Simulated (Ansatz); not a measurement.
Cost against result

Saddle point of SiN$_{2}$H$_{6}$O$_{2}$, closed shell (SiN₂H₆O₂ ([NH2][Si]([NH2])([OH])[OH]) → SiN₂H₄O ([NH2][Si]([NH2])[O]) + H₂O (still joined by a long Si–O bond); bonds formed: O2–H4; bonds broken: O3–H4; bonds weakened to dative contacts: Si1–O2), PBE0-D4/def2-TZVP structure:

```xyz
11
angstrom
Si -0.2042 0.3281 0.1445
O 0.7506 0.3974 -1.5150
O -0.8263 1.6736 -0.3418
H 0.0837 1.2410 -1.4749
N 0.9066 0.2604 1.4130
N -1.0266 -1.1603 0.0688
H 0.4534 -0.2499 -2.1636
H 1.4110 1.0894 1.6774
H 1.3585 -0.5820 1.7231
H -0.9685 -1.8190 0.8276
H -1.9383 -1.1787 -0.3591
```

Barriers are electronic and count from the start structure reached by relaxing down the imaginary mode.

Ansatz 0.2.0; basis: as named in each row; cores frozen in the correlated methods. B3LYP uses VWN-RPA correlation. Extrapolation: Hartree–Fock as exp(−7.88 √X), correlation as X^−2.97.

Times are rough, for one single point on 8 threads of a shared host (Oxide Virtual Turin-like).

The estimate by CCSD(T) at an estimated basis limit (MP2 extrapolated from triple and quadruple zeta, plus CCSD(T) − MP2 in triple zeta) is 2.208 eV.

```json
{"method": "HF", "basis": "STO-3G", "time (s)": "under 1", "barrier (eV)": "3.607", "method less estimate": "1.399"}
{"method": "PBE-D4", "basis": "STO-3G", "time (s)": "under 1", "barrier (eV)": "1.456", "method less estimate": "-0.752"}
{"method": "B3LYP-D4", "basis": "6-31G", "time (s)": "under 1", "barrier (eV)": "2.083", "method less estimate": "-0.126"}
{"method": "SPW92", "basis": "def2-SVP", "time (s)": "under 1", "barrier (eV)": "1.665", "method less estimate": "-0.543"}
{"method": "PBE-D4", "basis": "def2-SVP", "time (s)": "under 1", "barrier (eV)": "1.763", "method less estimate": "-0.445"}
{"method": "PBE0-D4", "basis": "def2-SVP", "time (s)": "1", "barrier (eV)": "1.999", "method less estimate": "-0.209"}
{"method": "SPW92", "basis": "def2-TZVPP", "time (s)": "2", "barrier (eV)": "1.800", "method less estimate": "-0.408"}
{"method": "PBE-D4", "basis": "def2-TZVPP", "time (s)": "2", "barrier (eV)": "1.893", "method less estimate": "-0.316"}
{"method": "BLYP-D4", "basis": "def2-TZVPP", "time (s)": "2", "barrier (eV)": "1.981", "method less estimate": "-0.227"}
{"method": "B3LYP-D4", "basis": "def2-TZVPP", "time (s)": "2", "barrier (eV)": "2.144", "method less estimate": "-0.064"}
{"method": "PBE0-D4", "basis": "def2-TZVPP", "time (s)": "2", "barrier (eV)": "2.107", "method less estimate": "-0.101"}
{"method": "BHLYP-D4", "basis": "def2-TZVPP", "time (s)": "2", "barrier (eV)": "2.378", "method less estimate": "0.169"}
{"method": "wB97M-V", "basis": "def2-SVP", "time (s)": "2", "barrier (eV)": "2.033", "method less estimate": "-0.176"}
{"method": "r2SCAN-D4", "basis": "def2-TZVPP", "time (s)": "2", "barrier (eV)": "2.080", "method less estimate": "-0.128"}
{"method": "r2SCAN0-D4", "basis": "def2-TZVPP", "time (s)": "2", "barrier (eV)": "2.219", "method less estimate": "0.010"}
{"method": "CAM-B3LYP-D4", "basis": "def2-TZVPP", "time (s)": "2", "barrier (eV)": "2.186", "method less estimate": "-0.022"}
{"method": "B97M-V", "basis": "def2-TZVPP", "time (s)": "3", "barrier (eV)": "2.211", "method less estimate": "0.002"}
{"method": "PBE-QIDH", "basis": "def2-TZVPP", "time (s)": "4", "barrier (eV)": "2.205", "method less estimate": "-0.003"}
{"method": "CCSD(T)", "basis": "def2-SVP", "time (s)": "4", "barrier (eV)": "2.112", "method less estimate": "-0.097"}
{"method": "RPA on PBE", "basis": "def2-TZVPP", "time (s)": "4", "barrier (eV)": "2.162", "method less estimate": "-0.046"}
{"method": "B2PLYP", "basis": "def2-TZVPP", "time (s)": "4", "barrier (eV)": "2.148", "method less estimate": "-0.061"}
{"method": "wB97X-V", "basis": "def2-TZVPP", "time (s)": "4", "barrier (eV)": "2.178", "method less estimate": "-0.031"}
{"method": "wB97M-V", "basis": "def2-TZVPP", "time (s)": "4", "barrier (eV)": "2.147", "method less estimate": "-0.061"}
{"method": "MP2", "basis": "def2-QZVPP", "time (s)": "11", "barrier (eV)": "2.145", "method less estimate": "-0.063"}
{"method": "CCSD(T)", "basis": "def2-TZVPP", "time (s)": "62", "barrier (eV)": "2.204", "method less estimate": "-0.005"}
```

All methods are single points on the PBE0-D4 structures.

No T1 diagnostic of these runs exceeds 0.013.

Labels in which every atom is bracketed show which atoms are joined, not bond orders.
